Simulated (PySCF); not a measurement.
## Radial density of Rh⁺ (rhodium, charge +1)

UHF, [Kr] 4d7 5s1, high-spin 5F determinant (an excited configuration). Computed with PySCF 2.14 in def2-TZVPPD with the def2 core potential (28 electrons) (6s4p3d2f1g, 56 functions), with scalar relativity through the core potential. This is the valence pseudo-density: the core potential removes the inner electrons and smooths the orbitals near the nucleus.

```csv
r (bohr),4πr²ρ (e/bohr),4πr²(ρα − ρβ)
0.0359,1.032e-05,0.0000
0.0604,4.741e-05,0.0000
0.102,0.0003534,0.0001
0.171,0.004280,0.0010
0.288,0.08057,0.0172
0.484,2.047,0.2824
0.814,13.67,1.7885
1.37,9.659,2.1681
2.30,1.870,0.9437
3.87,0.2711,0.2336
6.51,0.005903,0.0057
```

Energies and moments cover only the electrons outside the core potential.
